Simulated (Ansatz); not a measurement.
Cartesian coordinates in Å:
```
Si -1.0204 1.4067 -0.7544
Si -0.5434 -0.7760 -0.0407
B 1.4418 -0.9597 0.0824
S 2.3476 -0.8334 1.5905
H -2.4876 1.6172 -0.8859
H -0.3818 1.6673 -2.0726
H -0.4869 2.3867 0.2303
H -1.1411 -1.7285 -1.0188
H -1.1961 -0.9868 1.2851
H 2.1345 -1.1027 -0.8804
H 1.3334 -0.6909 2.4645
```

Total charge 0; spin multiplicity 1.

(1) List the B3LYP/def2-TZVPP orbital energies in eV (Ansatz). (Estimate.)

Answers

(1) Ansatz gave: Occupied: -2418.49, -1798.86, -1798.63, -216.50, -184.28, -161.05, -160.93, -160.92, -143.43, -143.24, -98.74, -98.74, -98.74, -98.55, -98.55, -98.52, -20.76, -15.58, -14.13, -13.33, -10.98, -10.34, -9.72, -9.70, -9.21, -8.70, -8.19, -7.66. Lowest empty: -2.06, -0.13, 0.18, 0.39, 0.64, 0.95, 1.32, 1.54.

B3LYP here is the variant with VWN-RPA as its local correlation; programs differ in this.
